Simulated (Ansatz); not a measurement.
Species: MoH6, net charge 1, doublet state. The spin state was set by rule; other spins were not relaxed. 
Coordinates optimised at B3LYP-D3(BJ)/def2-TZVP (Ansatz, an electronic-structure program):
```xyz
7

Mo    -0.1195     0.0356     0.0261
H      0.7331    -0.9029     1.2691
H      0.9126     1.4650     0.0277
H      0.7073    -1.0434    -1.0995
H      0.2141    -0.5249    -1.6254
H      0.9932    -1.2516     0.4948
H      1.4608     0.7643    -0.1621
```
Charge +1, spin multiplicity 2.

Basis-set convergence of Hartree-Fock and CCSD(T) correlation energies (hartree) with Ansatz. Valence correlation only, unless marked. Open shells are spin-unrestricted. Spin-orbit coupling is left out. The frozen core is the preceding noble-gas configuration, with the filled d and f shells of earlier blocks. Past Kr the def2 sets carry scalar-relativistic core potentials.

```tsv
basis	functions	E(HF)	E(corr, CCSD(T))
def2-SVP	61	-70.59975	-0.24786
def2-TZVPP	140	___	___
```

**Question.** What belongs in the gaps?

**Answer.** 
- def2-TZVPP, E(HF): -70.63158
- def2-TZVPP, E(corr, CCSD(T)): -0.30325
